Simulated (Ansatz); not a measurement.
Reaction (formal loss of a carbene): `FC([SiH3])I` → `[CH]F` + `[SiH3]I`

Calculated with Ansatz (gas phase, PBE0-D4/def2-TZVP geometries, no zero-point term in ΔE). CCSD(T)/CBS is the MP2 limit (def2-TZVPP, def2-QZVPP) plus CCSD(T) − MP2 in def2-TZVPP, frozen cores. This one scheme is used for every species. Functionals use def2-TZVPP. B3LYP here is the variant with VWN-RPA as its local correlation; programs differ in this. def2 core potentials past Kr. For I outer-core shells are correlated without core-valence functions, which leaves a few kJ/mol of doubt a bond.

| level | ΔE (eV) | difference from CCSD(T)/CBS |
| --- | --- | --- |
| PBE-D4 | 2.88 | 0.25 |
| revPBE-D4 | 2.78 | 0.15 |
| B3LYP-D4 | 2.66 | 0.03 |
| r2SCANh-D4 | 2.83 | 0.20 |
| PBE-QIDH | 2.79 | 0.16 |
| r2SCAN0 | 2.78 | 0.15 |
| BHLYP | 2.48 | -0.15 |
| LC-ωPBE | 2.72 | 0.09 |
| HF/def2-QZVPP | 1.91 | -0.72 |
| MP2/def2-QZVPP | 2.85 | 0.22 |
| CCSD(T)/CBS | 2.63 | 0 |

Largest T1 diagnostic among the species: 0.018.

In def2-TZVPP, CCSD(T) changes the Hartree–Fock value by +0.66 eV (the triples alone add +0.08 eV) and MP2 by +0.91 eV. The D4 term adds +0.14 eV with B3LYP and +0.07 eV with PBE0; it sums over pairs of atoms, weighted by their polarisabilities, and B3LYP, whose exchange is more repulsive, gets the larger term.

CCSD(T)/CBS has its own doubt, a few kJ/mol and more with outer-core shells, so smaller differences from it don't rank the levels.
